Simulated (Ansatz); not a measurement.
Isolated molecules relaxed with PBE0-D4/def2-TZVP in Ansatz; ΔE leaves out vibrations. CCSD(T)/CBS is the MP2 limit (def2-TZVPP, def2-QZVPP) plus CCSD(T) − MP2 in def2-TZVPP, frozen cores. This one scheme is used for every species. DFT in def2-TZVPP. One conformer a species, not always the lowest.

`C=C=C[SiH2]C` + `BN` → `BNC=C=C` + `C[SiH3]`  (substitution at a C–Si bond)

| level | ΔE (kJ/mol) |
| --- | --- |
| r2SCAN-D4 | 69.8 |
| ωB97M-V | 72.6 |
| B2PLYP | 66.8 |
| CCSD(T)/def2-TZVPP | 69.0 |

Question: What does CCSD(T)/CBS give? (An estimate is asked.)

Answer: Computed: +71.5 kJ/mol. The listed levels differ from it by -1.7, 1.1, -4.7, -2.5 kJ/mol.

Largest T1 diagnostic among the species: 0.014.

From PBE to PBE0 (25 % exact exchange), in def2-TZVPP and without D4, ΔE moves by +3.7 kJ/mol. The D4 term adds +4.8 kJ/mol with B3LYP and +2.9 kJ/mol with PBE0; it sums over pairs of atoms, weighted by their polarisabilities, and B3LYP, whose exchange is more repulsive, gets the larger term.

B3LYP here is the variant with VWN-RPA as its local correlation; programs differ in this.
